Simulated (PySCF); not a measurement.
Fe: ionisation energy

Fe [Ar] 3d6 4s2 (5D) → Fe⁺ [Ar] 3d6 4s1 (6D), as a difference of total energies. All numbers are calculated (PySCF 2.14, scalar relativity by spin-free X2C-1e, in x2c-TZVPPall). Correlated levels: valence and next inner shell: [Ne] frozen. The calculations carry no spin-orbit coupling.

```json
{"method": "UHF", "ionisation energy (eV)": "6.436", "error (eV)": "-1.468"}
{"method": "MP2 (valence and next inner shell)", "ionisation energy (eV)": "7.541", "error (eV)": "-0.363"}
{"method": "SCS-MP2 (valence and next inner shell)", "ionisation energy (eV)": "7.625", "error (eV)": "-0.279"}
{"method": "CCSD (valence and next inner shell)", "ionisation energy (eV)": "7.649", "error (eV)": "-0.255"}
{"method": "CCSD(T) (valence and next inner shell)", "ionisation energy (eV)": "7.769", "error (eV)": "-0.135"}
```

Reference: 7.904 eV (measured; NIST levels, between the centres of gravity of the two terms).

Errors of the correlated levels include the incompleteness of this basis and the frozen core.
